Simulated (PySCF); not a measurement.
Give a PBE0-D3(BJ)/def2-SVP geometry of InChI=1S/C9H13F3/c10-7-3-5-9(8(11)12)4-1-2-6(7)9/h6-8H,1-5H2/t6-,7+,9-/m1/s1.

```
atom  x, y, z in Å
F1     1.3355    1.6877    2.0169
C2     0.1748    1.8169    1.3276
F3     0.2140    3.0185    0.7014
C4     0.0220    0.7037    0.3135
C5     1.2101    0.6360   -0.6553
C6     1.1975   -0.8080   -1.1412
C7     0.8751   -1.6085    0.1239
C8    -0.0130   -0.6983    0.9986
C9    -1.4832   -1.0798    1.0151
F10   -2.0913   -0.4073    2.0677
C11   -2.0322   -0.5292   -0.2840
C12   -1.3491    0.8355   -0.4042
H13   -0.6543    1.8272    2.0562
H14    1.1381    1.3815   -1.4602
H15    2.1399    0.8369   -0.0995
H16    0.4119   -0.9451   -1.9027
H17    2.1452   -1.1150   -1.6081
H18    0.3982   -2.5778   -0.0925
H19    1.8057   -1.8338    0.6660
H20    0.3596   -0.6657    2.0323
H21   -1.6599   -2.1570    1.1697
H22   -3.1306   -0.4767   -0.2735
H23   -1.7407   -1.1992   -1.1080
H24   -1.9618    1.6021    0.0942
H25   -1.2302    1.1633   -1.4466
```

Orientation and origin are arbitrary. Atoms count from 1 in this order. The 5-membered ring C4–C5–C6–C7–C8 has internal angles of 103.5° to 106.3°; it is puckered, 0.18 Å rms from its mean plane, widest ring torsion 41°. The 5-membered ring C4–C8–C9–C11–C12 has internal angles of 103.3° to 106.4°; it is puckered, 0.17 Å rms from its mean plane, widest ring torsion 41°. Of the pairs four or more bonds apart, F1···H15 is among the closest relative to their van der Waals radii: 2.42 Å, 91 % of the sum of Bondi's values. The 3 C–F bonds span 1.356 Å (C2–F3, drawn single) to 1.389 Å (C9–F10, drawn single), a spread of 0.033 Å.

Bonds between heavy atoms (Å): F1–C2 1.356, C2–F3 1.356, C2–C4 1.514, C4–C5 1.535, C5–C6 1.524, C6–C7 1.531, C7–C8 1.543, C8–C9 1.519, C9–F10 1.389, C9–C11 1.514, C11–C12 1.531, C4–C8 1.561, C4–C12 1.553.

Method used: PBE0-D3(BJ)/def2-SVP geometry optimisation, gas phase (PySCF).

Point group: C1 (no symmetry element, even within 0.4 Å). PBE0-D3(BJ)/def2-SVP frequencies: not computed here. The numbers are those of one conformer (F1–C2–C4–C5 -56°, C2–C4–C5–C6 156°, C4–C5–C6–C7 -41°, C5–C6–C7–C8 31°, C6–C7–C8–C9 105°).
